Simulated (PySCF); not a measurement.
## Ionisation energy of Tc⁺ by level of theory

Tc⁺ [Kr] 4d5 5s1 (7S) → Tc²⁺ [Kr] 4d5 (6S), as a difference of total energies. Calculation: PySCF 2.14, in def2-TZVP with the def2 core potential (28 electrons); a scalar-relativistic core potential. Correlated levels: valence: 4s2 4p6 frozen. The calculations carry no spin-orbit coupling.

| method | ionisation energy (eV) | difference from reference (eV) |
| --- | --- | --- |
| UHF | 14.288 | -0.972 |
| MN15 | 15.340 | +0.080 |
| M06-2X | 15.101 | -0.159 |
| MP2 (valence) | 14.732 | -0.528 |
| SCS-MP2 (valence) | 14.436 | -0.824 |

Reference: 15.26 eV (semi-empirical (NIST evaluation); NIST Atomic Spectra Database, ionization energies).

Errors of the correlated levels include the incompleteness of this basis and the frozen core.
